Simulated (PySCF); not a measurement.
Geometries of 2 isomers of C4H6BNO2, from PySCF 2.14.0, PBE0-D3(BJ)/def2-SVP geometry optimisation, gas phase. One conformer each, no zero-point energy, no frequencies.

Question: Which isomer lies lower at this level?
A.
```xyz
14
angstrom
N     -1.281    2.138   -1.660
C     -1.078    1.504   -0.714
C     -0.819    0.659    0.465
C     -0.723   -0.815    0.067
C      0.562   -1.047   -0.703
O      1.678   -0.565    0.018
B      1.546    0.469    0.881
O      0.350    1.092    1.119
H     -1.662    0.809    1.159
H     -0.725   -1.416    0.990
H     -1.599   -1.110   -0.529
H      0.719   -2.119   -0.892
H      0.521   -0.541   -1.684
H      2.509    0.860    1.485
```
B.
```xyz
14
angstrom
C     -2.715   -0.010    0.536
N     -2.420   -1.376    0.218
C     -1.232   -1.722   -0.081
C     -0.073   -0.877   -0.145
C      0.934   -0.191   -0.211
B      2.208    0.673   -0.285
O      3.034    0.482   -1.349
O      2.419    1.568    0.719
H     -3.429    0.378   -0.211
H     -3.245    0.021    1.502
H     -1.840    0.664    0.578
H     -1.057   -2.782   -0.325
H      3.818    1.038   -1.367
H      3.229    2.081    0.649
```

Answer: A. That is `N#C[C@H]1CCOBO1`, 23.7 kcal/mol below the other.

```csv
SMILES,atoms numbered as above,E (Eh),relative (kcal/mol),relative (kJ/mol),dipole (D)
N#C[C@H]1CCOBO1,[N:1]#[C:2][C@H:3]1[CH2:4][CH2:5][O:6][BH:7][O:8]1,-385.43313,0.0,0.0,3.85
C/N=C\C#CB(O)O,[CH3:1]/[N:2]=[CH:3]\[C:4]#[C:5][B:6]([OH:7])[OH:8],-385.39538,23.7,99.1,4.46
```

As drawn, the lower has a C≡N group, which the higher lacks; the higher has a C≡C bond, a C=N bond and an O–H bond, which the lower lacks.
